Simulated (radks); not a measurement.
The numbers below are computed, except where a source is named.
Valence configurations of Pb III. Level of theory: Dirac Kohn-Sham, PBEsol, spin-unpolarised, spherical densities, point nucleus; open shells fill j = l - 1/2 first (a radial shooting solver on a logarithmic mesh with Libxc functionals). Energies are relative to [Hg]; eigenvalues in eV.

| valence | E (eV) | e(4f5/2) | e(4f7/2) | e(5d3/2) | e(5d5/2) | e(6p1/2) |
|---|---|---|---|---|---|---|
| [Hg] | 0.000 | -152.17 | -147.13 | -39.438 | -36.819 | - |
| [Xe] 4f14 5d10 6p2 | 17.504 | -154.72 | -149.69 | -41.761 | -39.107 | -20.201 |
| [Xe] 4f12 5d10 6s2 6p2 | 291.41 | -191.56 | -186.24 | -52.258 | -49.032 | -22.612 |
| [Xe] 4f13 5d10 6s2 6p1 | 136.86 | -171.55 | -166.37 | -45.750 | -42.828 | -20.780 |
| [Xe] 4f14 5d9 6s2 6p1 | 19.183 | -157.92 | -152.88 | -43.746 | -41.005 | -20.577 |
| [Xe] 4f14 5d10 6s1 6p1 | 8.698 | -153.46 | -148.43 | -40.617 | -37.981 | -19.550 |
| [Xe] 4f14 5d9.5 6s2 6p0.5 | 9.281 | -155.03 | -150.00 | -41.600 | -38.919 | -19.740 |
| [Xe] 4f14 5d9.5 6s1.5 6p1 | 13.737 | -155.67 | -150.64 | -42.176 | -39.487 | -20.067 |
| [Xe] 4f14 5d9 6s1 6p2 | 28.359 | -159.15 | -154.12 | -44.856 | -42.098 | -21.196 |
| [Xe] 4f13.5 5d10 6s2 6p0.5 | 66.266 | -161.77 | -156.67 | -42.567 | -39.797 | -19.836 |

NIST lists [Hg] as the ground configuration; this level of theory agrees among the configurations tried. The energies are those of spherical spin-averaged densities, not of single terms.
